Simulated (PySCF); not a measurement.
**Correlation energy of Ir³⁺ (iridium, charge +3)**

Starting occupation: [Xe] 4f14 5d5 6p1, 5d5/2 with m_j = -3/2, -1/2, +1/2, +3/2, +5/2, 6p3/2 with m_j = +3/2. Computed with PySCF 2.14 in x2c-TZVPall-2c with one added diffuse shell each of s, p, d type (12s12p11d2f, 117 functions), with X2C-1e with screened-nucleus spin-orbit coupling, Gaussian nucleus. Frozen: [Kr] 4d10 4f14; 14 electrons correlated; the 34 highest virtual spinors left out.

MP2 pair energies summed by pair of shells (mhartree):

| pair | energy | share (%) |
| --- | --- | --- |
| 5d-5p | -78.72 | 37.3 |
| 5p-5p | -48.08 | 22.8 |
| 5d-5d | -32.07 | 15.2 |
| 5p-5s | -14.87 | 7.0 |
| 5d-6p | -14.65 | 6.9 |
| 5p-6p | -10.42 | 4.9 |
| 5d-5s | -8.77 | 4.2 |
| 5s-5s | -2.97 | 1.4 |
| 5s-6p | -0.55 | 0.3 |

Total MP2 correlation energy: -211.10 mhartree.

The GHF reference relaxed away from the jj start to a determinant that is no pure jj level (⟨S²⟩ = 11.60, ⟨J²⟩ = 20.00); the energies belong to that determinant.

This basis was not built for core-valence correlation, so the inner-shell part is incomplete.
